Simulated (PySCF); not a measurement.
Species: C4H8OSi2.
SMILES with atom numbers: `[CH:1]#[C:2][Si@H:3]1[CH2:4][CH2:5][SiH2:6][O:7]1` (hydrogens: H8 on C1; H9 on Si3; H10, H11 on C4; H12, H13 on C5; H14, H15 on Si6)

The same species was optimised twice, with GFN2-xTB and with PBE0-D3(BJ)/def2-SVP (PySCF), and the same property calculations (PySCF, gas phase) were run on both structures.

```
    coordinate  GFN2-xTB  PBE0-D3(BJ)/def2-SVP  change
    Si6–O7 (Å)     1.638                 1.682  +0.044
    Si3–O7 (Å)     1.643                 1.676  +0.033
    Si3–C4 (Å)     1.910                 1.894  -0.016
    C2–Si3 (Å)     1.849                 1.833  -0.016
     C1≡C2 (Å)     1.202                 1.217  +0.015
    C5–Si6 (Å)     1.911                 1.897  -0.014
     C4–C5 (Å)     1.538                 1.545  +0.007
Si3–O7–Si6 (°)     120.0                 115.5    -4.5
 C2–Si3–O7 (°)     108.6                 111.0    +2.4
 C1–C2–Si3 (°)     179.6                 177.6    -2.0
 C4–Si3–O7 (°)      98.6                 100.5    +1.9
 C5–Si6–O7 (°)      98.4                 100.0    +1.6
 C4–C5–Si6 (°)     107.7                 106.8    -0.9
 C2–Si3–C4 (°)     112.3                 112.1    -0.2
 Si3–C4–C5 (°)     107.4                 107.3    -0.1
```

Rotational constants: A = 3632, B = 1205, C = 1046 MHz (GFN2-xTB) against A = 3714, B = 1180, C = 1026 MHz (PBE0-D3(BJ)/def2-SVP). Point groups within 0.08 Å: C1 and C1.

On the GFN2-xTB structure: isotropic polarisability (au) 92.5 [CAM-B3LYP/def2-SVPD]; HOMO (eV) -9.31 [CAM-B3LYP/def2-SVPD]; LUMO (eV) 0.69 [CAM-B3LYP/def2-SVPD]; dipole (D) 1.62 [CAM-B3LYP/def2-SVPD]; HOMO (eV) -7.98 [PBE0/pcSseg-1]; LUMO (eV) -0.28 [PBE0/pcSseg-1]; dipole (D) 1.69 [PBE0/pcSseg-1]; GIAO shielding of C1 (ppm) 84.9 [PBE0/pcSseg-1]; GIAO shielding of C2 (ppm) 96.7 [PBE0/pcSseg-1]; GIAO shielding of Si3 (ppm) 365.3 [PBE0/pcSseg-1]; GIAO shielding of C4 (ppm) 174.4 [PBE0/pcSseg-1]; GIAO shielding of C5 (ppm) 177.1 [PBE0/pcSseg-1]; GIAO shielding of Si6 (ppm) 353.2 [PBE0/pcSseg-1]; GIAO shielding of O7 (ppm) 286.5 [PBE0/pcSseg-1].

Question: What do these properties become on the PBE0-D3(BJ)/def2-SVP structure?

Answer: 
| property | level | on GFN2-xTB | on PBE0-D3(BJ)/def2-SVP | change |
| --- | --- | --- | --- | --- |
| isotropic polarisability (au) | CAM-B3LYP/def2-SVPD | 92.5 | 94.7 | +2.2 |
| HOMO (eV) | CAM-B3LYP/def2-SVPD | -9.31 | -9.33 | -0.02 |
| LUMO (eV) | CAM-B3LYP/def2-SVPD | 0.69 | 0.59 | -0.10 |
| dipole (D) | CAM-B3LYP/def2-SVPD | 1.62 | 1.82 | +0.20 |
| energy, GFN2-xTB geometry as zero (kcal/mol) | CAM-B3LYP/def2-SVPD | 0.0 | -3.8 | -3.8 |
| HOMO (eV) | PBE0/pcSseg-1 | -7.98 | -8.00 | -0.02 |
| LUMO (eV) | PBE0/pcSseg-1 | -0.28 | -0.41 | -0.13 |
| dipole (D) | PBE0/pcSseg-1 | 1.69 | 1.89 | +0.20 |
| energy, GFN2-xTB geometry as zero (kcal/mol) | PBE0/pcSseg-1 | 0.0 | -3.3 | -3.3 |
| GIAO shielding of C1 (ppm) | PBE0/pcSseg-1 | 84.9 | 81.1 | -3.8 |
| GIAO shielding of C2 (ppm) | PBE0/pcSseg-1 | 96.7 | 95.7 | -1.0 |
| GIAO shielding of Si3 (ppm) | PBE0/pcSseg-1 | 365.3 | 365.8 | +0.5 |
| GIAO shielding of C4 (ppm) | PBE0/pcSseg-1 | 174.4 | 173.7 | -0.7 |
| GIAO shielding of C5 (ppm) | PBE0/pcSseg-1 | 177.1 | 176.2 | -0.9 |
| GIAO shielding of Si6 (ppm) | PBE0/pcSseg-1 | 353.2 | 350.3 | -2.9 |
| GIAO shielding of O7 (ppm) | PBE0/pcSseg-1 | 286.5 | 285.6 | -0.9 |

The heavy atoms differ by 0.056 Å rms after alignment. Among bonds between heavy atoms Si6–O7 changes most (+0.044 Å). Changes are differences of the printed values. Neither structure is proved a minimum here.
